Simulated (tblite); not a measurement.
A geometry optimisation, step by step.

C5H6F2GeO.
SMILES with atom numbers: `[F:1][CH:2]([F:3])[O:4][C:5]1=[CH:6][GeH2:7][CH:8]=[CH:9]1` (hydrogens: H10 on C2; H11 on C6; H12, H13 on Ge7; H14 on C8; H15 on C9)

Computed with GFN2-xTB (tblite), gas phase: L-BFGS steps from a force-field or distance-geometry start until the largest atomic force falls under 0.01 eV/Å. 5 of its 100 geometries are shown.

Step 0: E = -792.8609 eV, largest atomic force 3.865 eV/Å
```
atom  x, y, z in Å  |  force x, y, z in eV/Å
F1     -3.642   -1.073    0.425    1.315   1.421  -0.182
C2     -2.561   -0.198    0.325    1.273  -2.517   1.084
F3     -2.366    0.342    1.588   -0.627  -0.040  -1.308
O4     -1.448   -1.029    0.071   -0.695   1.216  -0.103
C5     -0.140   -0.467   -0.067   -2.861  -1.244   0.486
C6      0.899   -1.206    0.224    1.698  -1.251   0.658
Ge7     2.462   -0.115   -0.105    0.629  -0.388  -0.202
C8      1.288    1.315   -0.646    1.339   0.233  -0.064
C9      0.062    0.842   -0.530   -2.056   3.087  -1.088
H10    -2.738    0.548   -0.455   -0.267   0.187   0.311
H11     0.909   -2.227    0.586   -0.404   0.301  -0.117
H12     3.289    0.196    1.115    0.075  -0.155  -0.223
H13     3.193   -0.747   -1.278    0.154   0.246   0.363
H14     1.588    2.292   -0.990   -0.397  -0.006  -0.002
H15    -0.799    1.535   -0.802    0.825  -1.090   0.389
```

Step 25: E = -793.3598 eV, largest atomic force 0.072 eV/Å
```
atom  x, y, z in Å  |  force x, y, z in eV/Å
F1     -3.591   -1.032    0.426   -0.006   0.004  -0.005
C2     -2.513   -0.242    0.328    0.002   0.010   0.001
F3     -2.410    0.409    1.519    0.004   0.015  -0.028
O4     -1.450   -1.037    0.101    0.012   0.015   0.029
C5     -0.185   -0.480   -0.040    0.000   0.026  -0.019
C6      0.898   -1.220    0.230   -0.012  -0.028  -0.012
Ge7     2.474   -0.152   -0.135    0.050   0.039  -0.034
C8      1.281    1.301   -0.656    0.044   0.005   0.010
C9      0.017    0.888   -0.523    0.024   0.019   0.026
H10    -2.726    0.526   -0.442    0.012  -0.043   0.010
H11     0.814   -2.227    0.591   -0.024  -0.043  -0.001
H12     3.333    0.120    1.062   -0.014   0.003  -0.006
H13     3.356   -0.654   -1.240   -0.040  -0.004   0.029
H14     1.525    2.289   -1.006   -0.021   0.003  -0.001
H15    -0.828    1.519   -0.752   -0.029  -0.019   0.000
```

Step 50: E = -793.3832 eV, largest atomic force 0.104 eV/Å
```
atom  x, y, z in Å  |  force x, y, z in eV/Å
F1     -3.575   -1.006    0.564    0.032  -0.040  -0.050
C2     -2.513   -0.243    0.271    0.009   0.049   0.007
F3     -2.510    0.754    1.198   -0.004   0.024   0.014
O4     -1.414   -1.016    0.356   -0.025  -0.018   0.004
C5     -0.165   -0.490    0.057   -0.036  -0.009  -0.011
C6      0.923   -1.265    0.163   -0.007  -0.005  -0.003
Ge7     2.476   -0.169   -0.219    0.077  -0.020  -0.007
C8      1.262    1.309   -0.602    0.038  -0.030  -0.046
C9      0.012    0.899   -0.367    0.006   0.001   0.013
H10    -2.689    0.231   -0.715    0.002  -0.040   0.012
H11     0.854   -2.295    0.461   -0.021   0.020   0.029
H12     3.316    0.089    0.994    0.037  -0.017   0.002
H13     3.380   -0.655   -1.317   -0.086   0.055   0.020
H14     1.481    2.316   -0.913    0.005   0.006   0.004
H15    -0.844    1.548   -0.470   -0.027   0.023   0.011
```

Step 74: E = -793.4007 eV, largest atomic force 0.065 eV/Å
```
atom  x, y, z in Å  |  force x, y, z in eV/Å
F1     -3.565   -1.061    0.479    0.006  -0.023   0.004
C2     -2.518   -0.267    0.216    0.003  -0.010  -0.012
F3     -2.687    0.837    0.994   -0.015   0.000   0.036
O4     -1.400   -0.948    0.527   -0.012   0.014  -0.040
C5     -0.155   -0.455    0.158    0.007   0.025   0.024
C6      0.927   -1.240    0.245   -0.019   0.006  -0.031
Ge7     2.481   -0.181   -0.245   -0.018  -0.014  -0.005
C8      1.278    1.331   -0.525    0.003  -0.006   0.024
C9      0.027    0.933   -0.272    0.005   0.001  -0.004
H10    -2.601    0.066   -0.838    0.064  -0.004  -0.012
H11     0.851   -2.266    0.556    0.000   0.014   0.027
H12     3.505   -0.026    0.841   -0.045   0.014  -0.036
H13     3.178   -0.640   -1.490    0.001  -0.008   0.015
H14     1.504    2.339   -0.829   -0.007  -0.020  -0.019
H15    -0.829    1.586   -0.355    0.026   0.012   0.028
```

Step 99: E = -793.4125 eV, largest atomic force 0.009 eV/Å
```
atom  x, y, z in Å  |  force x, y, z in eV/Å
F1     -3.517   -1.147    0.290    0.001  -0.006  -0.001
C2     -2.498   -0.282    0.182   -0.003  -0.002  -0.006
F3     -2.867    0.809    0.909   -0.001   0.005   0.008
O4     -1.394   -0.869    0.674    0.001   0.004   0.002
C5     -0.149   -0.411    0.261   -0.001   0.000  -0.001
C6      0.916   -1.221    0.299   -0.004  -0.001  -0.005
Ge7     2.457   -0.207   -0.310    0.001  -0.001   0.003
C8      1.278    1.331   -0.532    0.000   0.002   0.003
C9      0.041    0.973   -0.174   -0.001   0.002   0.000
H10    -2.426    0.041   -0.875   -0.003   0.000  -0.001
H11     0.832   -2.242    0.621    0.003  -0.001   0.001
H12     3.541   -0.027    0.706    0.003   0.001  -0.001
H13     3.070   -0.727   -1.574    0.004  -0.004  -0.001
H14     1.510    2.332   -0.853    0.005   0.000  -0.001
H15    -0.797    1.655   -0.166   -0.005   0.000   0.000
```

Problem. Summarise the path.

Solution. The energy falls by 53.22 kJ/mol from step 0 to step 99; nine tenths of that is first reached at step 18. It falls at every step. The largest force goes from 3.865 to 0.009 eV/Å. Among the bonds C2–O4 changes most, from 1.412 to 1.344 Å; the atoms move by 0.453 Å rms after alignment.

Problem. Follow the three bonds and two angles with the largest change from start to end.

Solution. 
```tsv
step	E above end (kJ/mol)	largest force (eV/Å)	C2–O4 (Å)	C5–C9 (Å)	C9–H15 (Å)	H12–Ge7–H13 (°)	C6–Ge7–H13 (°)
0	53.22	3.865	1.412	1.403	1.139	116.5	106.6
4	10.01	0.306	1.345	1.468	1.082	116.0	108.6
9	5.93	0.134	1.347	1.464	1.079	110.0	112.9
13	5.48	0.068	1.345	1.463	1.080	109.0	113.3
17	5.33	0.048	1.346	1.464	1.080	108.4	113.8
22	5.20	0.049	1.346	1.465	1.080	108.2	114.7
26	5.03	0.078	1.346	1.464	1.080	108.3	116.0
30	4.82	0.070	1.346	1.464	1.081	108.7	116.7
34	4.62	0.061	1.346	1.463	1.079	109.0	116.6
39	4.21	0.054	1.345	1.464	1.081	108.9	116.3
43	3.84	0.127	1.346	1.464	1.080	108.0	116.8
47	3.24	0.114	1.345	1.466	1.082	107.5	116.7
52	2.68	0.069	1.346	1.462	1.080	108.4	116.2
56	2.47	0.058	1.345	1.463	1.080	108.7	115.6
60	2.28	0.082	1.345	1.463	1.079	108.6	115.9
65	1.74	0.098	1.345	1.466	1.081	108.5	114.9
69	1.47	0.056	1.345	1.462	1.079	108.5	115.3
73	1.19	0.072	1.346	1.464	1.081	108.5	114.7
77	0.95	0.074	1.344	1.463	1.080	108.0	114.3
82	0.70	0.074	1.345	1.463	1.080	108.6	114.3
86	0.39	0.053	1.342	1.464	1.081	108.7	114.1
90	0.16	0.094	1.346	1.464	1.081	109.0	114.7
95	0.02	0.028	1.344	1.464	1.081	108.6	114.2
99	0.00	0.009	1.344	1.464	1.081	108.6	114.1
```

The cost below is that of the whole relaxation. Time: 1.1 s. Hardware: an Arm Neoverse N1 with one thread, no GPU, shared host with 64 logical CPUs at a one-minute load of 57.
